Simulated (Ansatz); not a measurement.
`C[S][Ge]([F])([S]C)[S]C`, relaxed with RKS PBE-D4/def2-SVP in the Gaussian-basis code of Ansatz from a rough embedded geometry. The force threshold is 0.03 eV/Å; the program also tests the step.

Charge 0, multiplicity 1.

Start:

```xyz
17

C    -2.259    1.184   -1.874
S    -0.943    0.162   -2.700
Ge    0.249   -0.107   -0.853
F     0.641    1.378   -0.152
S    -0.992   -1.303    0.611
C    -0.751   -0.113    1.984
S     2.082   -1.276   -1.299
C     2.744   -1.195    0.391
H    -1.711    2.115   -1.428
H    -2.948    1.513   -2.630
H    -2.706    0.648   -1.077
H    -1.209    0.859    1.727
H     0.358    0.040    2.186
H    -1.260   -0.465    2.895
H     2.845   -0.083    0.689
H     3.770   -1.654    0.438
H     2.089   -1.703    1.092
```

(1) By how much does the energy fall, and how many steps does the optimiser take? (Best estimate.)

(2) Which bonds change most? (Estimate.)

(3) Give the relaxed structure. (Estimate.)

Answers

(1) Computed: 50.36 kJ/mol, in 17 steps.

(2) Computed: Ge3–F4 from 1.688 to 1.783 Å; C1–H9 from 1.169 to 1.106 Å; C1–H11 from 1.059 to 1.108 Å; C8–H15 from 1.155 to 1.107 Å.

(3) Ansatz gave: 
```xyz
17

C    -2.364    1.080   -2.103
S    -0.863    0.220   -2.734
Ge    0.254    0.136   -0.824
F     0.294    1.773   -0.118
S    -0.862   -1.052    0.715
C    -0.537   -0.053    2.228
S     2.312   -0.578   -1.253
C     2.736   -1.302    0.382
H    -2.116    2.103   -1.763
H    -3.070    1.131   -2.953
H    -2.822    0.504   -1.275
H    -0.450    1.019    1.972
H     0.385   -0.395    2.736
H    -1.404   -0.206    2.898
H     3.058   -0.518    1.094
H     3.576   -2.000    0.203
H     1.873   -1.863    0.794
```
